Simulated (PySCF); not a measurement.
A GIAO shielding run with PySCF 2.14.0 with density-fitted response routines (density fitting, non-relativistic, gas phase) on `InChI=1S/C4H7F2NSi/c1-2-3-7-8-4(5)6/h1,4,7H,3,8H2`:

```
$ OMP_NUM_THREADS=1 python probes_run.py task.json out

{"job": {"kind": "nmr", "xc": "PBE0", "basis": "pcSseg-1"}, "charge": 0, "multiplicity": 1}
C     -3.219025     0.573036     0.668539
C     -2.440136    -0.077680     0.034471
C     -1.433603    -0.785977    -0.737097
N     -0.143143    -0.118653    -0.715272
Si     0.988204    -0.373721     0.546357
C      2.524778     0.661634    -0.007921
F      3.052675     1.336543     1.053156
F      3.521688    -0.150915    -0.457885
H     -3.924569     1.114402     1.225058
H     -1.303328    -1.788288    -0.322610
H     -1.777448    -0.878549    -1.774649
H     -0.197462     0.789232    -1.156606
H      0.647256     0.089274     1.896078
H      1.347773    -1.789627     0.523490
H      2.351929     1.407278    -0.797023
```

Hardware: 1 thread of an Arm Neoverse N1, shared host. The job also computes population analyses, field gradients.

(1) How large is the calculation?

(2) How long does it take, and how much memory does it need?

Answers

(1) 70 electrons, 178 basis functions and 941 auxiliary functions.

(2) 45 s of wall time, with 14 SCF cycles and 5 response iterations; peak memory 0.8 GiB. Times on a shared host scatter by some tens of per cent.
